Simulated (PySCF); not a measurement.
## Potential energy of IF along the bond

Set-up: basis I aug-cc-pVDZ-PP with ECP28, F aug-cc-pVDZ; scalar-relativistic core potentials; PySCF 2.14. Energies in eV from I + F in their ground configurations at the same level. State: ¹Σ⁺ (singlet), closed shell.

Curves on a restricted Hartree–Fock reference rise too fast on stretching and do not dissociate correctly.

```tsv
R (Å)	RHF
1.675	0.4112
1.753	-0.3065
1.831	-0.6547
1.890	-0.7430
1.948	-0.7230
2.006	-0.6222
2.084	-0.3981
2.182	-0.0257
2.299	0.4917
2.454	1.2162
```

Q: Put a parabola through the three lowest points of the RHF curve and estimate Re, k and ωe (reduced mass 16.52 u; 1 eV/Å² = 0.16022 mdyn/Å; ωe = 1302.8·√(k/μ) cm⁻¹).

A: Through R = 1.831, 1.89, 1.948 Å the second-order coefficient is 15.7 eV/Å², so Re ≈ 1.908 Å, k ≈ 5.04 mdyn/Å and ωe ≈ 720 cm⁻¹. A polynomial fit of higher order to the unrounded RHF energies gives Re = 1.906 Å, k = 4.65 mdyn/Å, ωe = 691 cm⁻¹; anharmonicity and rounding make the difference.

The higher-order fit for each curve: RHF: Re = 1.906 Å, ωe = 691 cm⁻¹, De = 0.75 eV.

Spin–orbit coupling is left out, which matters for elements this heavy, above all for dissociation energies. Where the molecule has an RHF reference, its open-shell atoms are computed with UHF. Hartree–Fock leaves out correlation, which carries a large part of most bond energies and some tenths to 1 eV of ionisation energies.
